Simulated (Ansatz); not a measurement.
The same path of H4O3Si (8 atoms, charge 0, multiplicity 1) was run twice with different band settings. Lost on the way: Si1–H2, Si1–O3. Made: H2–O3.

These are results of RKS PBE0-D4/def2-SVP (Ansatz), not measurements.

Relaxed end points:

```xyz
8
Properties=species:S:1:pos:R:3
Si -0.041 -0.118 0.404
H 0.103 0.115 1.859
O 1.388 -0.652 -0.250
H 2.188 -0.180 -0.004
O -0.565 1.324 -0.199
H -0.945 1.295 -1.082
O -1.138 -1.286 0.006
H -0.760 -2.147 -0.194
```

```xyz
8
Properties=species:S:1:pos:R:3
Si -0.922 0.053 0.650
H 1.663 -0.257 1.539
O 1.327 0.074 0.696
H 1.315 -0.691 0.094
O -0.972 1.331 -0.420
H -0.698 1.124 -1.323
O -0.573 -1.210 -0.482
H -0.910 -2.072 -0.215
```

Common settings: movable images 7; climbing image yes; spring 5.0 eV/Å²; optimiser quadratic models (default); start path through a guess of the saddle point; iteration limit 60; end points relaxed.

| run | force threshold |
| --- | --- |
| 1 | 0.05 eV/Å |
| 2 | 0.2 eV/Å |

What does each run give, and how far can it be trusted?

Run 1: converged after 51 iterations, highest image 3.351 eV above the first end. The profile has 2 maxima (images 1, 5) with wells between them (image 2): this band takes more than one step, which may be the mechanism or a detour left from its start path. Neighbouring images differ by up to 3.3 eV, so the band resolves the path poorly. A vibrational analysis at the climbing image gives one clearly imaginary mode, 1457i cm⁻¹: a first-order saddle point.
Run 2: converged after 26 iterations, highest image 3.348 eV above the first end. The threshold of 0.2 eV/Å is loose, so the images may lie well off the minimum-energy path. The profile has 2 maxima (images 1, 5) with wells between them (image 3): this band takes more than one step, which may be the mechanism or a detour left from its start path. Neighbouring images differ by up to 3.3 eV, so the band resolves the path poorly. The order of the point at the top wasn't checked.
The orbitals stay closed-shell, which can raise the energy where a bond breaks towards radicals; this wasn't checked here.
